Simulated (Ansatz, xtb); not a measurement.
# C2H7BrGeSi: which of two isomers lies lower

We compare I, `C=C[SiH2][GeH2][Br]`, a singlet, with II, `C=C[SiH]([GeH3])Br`, a singlet. Both are isolated molecules in the gas phase, relaxed with PBE-D3(BJ)/def2-SVP, each in the lowest conformer that the search found.

I (Å):

```xyz
12

C     1.1743   -2.0136   -0.8467
C     0.3888   -2.8396   -0.1267
Br    1.5044    0.8632    1.8549
Ge   -0.6811   -0.0030    1.7198
Si   -0.5072   -2.3789    1.4595
H     1.3654   -0.9689   -0.5444
H     1.6769   -2.3529   -1.7690
H     0.2554   -3.8791   -0.4840
H     0.1797   -2.9312    2.6812
H    -1.9101   -2.9342    1.4422
H    -1.3886    0.4323    3.0320
H    -1.3454    0.7216    0.5173
```

II (Å):

```xyz
12

C    -1.4878    1.6334   -0.2347
C    -1.1601    1.3180    1.0353
Br   -0.9805   -1.5589    2.8104
Ge    1.9472    0.7438    2.6499
Si    0.0353   -0.0586    1.4551
H    -2.1686    2.4690   -0.4730
H    -1.0904    1.0685   -1.0961
H    -1.5894    1.9097    1.8647
H     0.4236   -0.7691    0.1867
H     2.8645   -0.4366    3.0603
H     2.7661    1.7363    1.7794
H     1.4798    1.4817    3.9319
```

Quicker runs give these differences E(II) − E(I): GFN2-xTB +38.0 kJ/mol; HF/STO-3G −19.8 kJ/mol (at GFN2-xTB geometries); r2SCAN-D4/def2-SVP −13.0 kJ/mol (at GFN2-xTB geometries).

Problem. Which of the two would you expect CCSD(T)/def2-SVP + ΔMP2/def2-TZVPP electronic energies to favour?

Solution. Structure II; the calculation gives E(II) − E(I) = −14.7 kJ/mol.

How the difference moves with the method:

```csv
level,geometry,E(II) − E(I) (kJ/mol),departure from the last row (kJ/mol),"job, with rough time for the two"
GFN2-xTB,GFN2-xTB,+38.0,+52.8,"optimisation, 0.99 s"
HF/STO-3G,GFN2-xTB,−19.8,−5.0,"single point, 2.9 s"
r2SCAN-D4/def2-SVP,GFN2-xTB,−13.0,+1.8,"single point, 12 s"
PBE-D3(BJ)/def2-SVP,PBE-D3(BJ)/def2-SVP,−12.8,+2.0,"optimisation, 2.2 min"
HF/def2-SVP,PBE-D3(BJ)/def2-SVP,−9.5,+5.3,part of the CCSD(T) run
MP2/def2-SVP,PBE-D3(BJ)/def2-SVP,−14.1,+0.7,part of the CCSD(T) run
CCSD(T)/def2-SVP,PBE-D3(BJ)/def2-SVP,−11.2,+3.6,single point
CCSD(T)/def2-SVP + ΔMP2/def2-TZVPP,PBE-D3(BJ)/def2-SVP,−14.7,,"single point, 4.3 min"
```

As drawn, II has 1 Br–Si, 1 Ge–H in place of 1 Br–Ge, 1 Si–H.

GFN2-xTB puts the two in the other order. The largest departure from CCSD(T)/def2-SVP + ΔMP2/def2-TZVPP is that of GFN2-xTB, 52.8 kJ/mol. The last row adds to CCSD(T) the change of the MP2 difference between the two basis sets, here −3.6 kJ/mol.

With thermal terms from frequencies at re-optimised GFN2-xTB minima (ideal gas, soft modes damped towards free rotors, one conformer each, 298.15 K, 1 atm): the zero-point term adds +1.9 kJ/mol; ΔH is −11.9 and ΔG −16.4 kJ/mol.

The correlated steps freeze 25 core orbitals; the filled d shell of Br and Ge is correlated, in a basis made for valence electrons. Programs: Ansatz 0.2.0, xtb 6.7.1; the last row on 2 threads of Intel(R) Xeon(R) Processor @ 2.50GHz (Skylake/Cascade Lake) on a shared host.
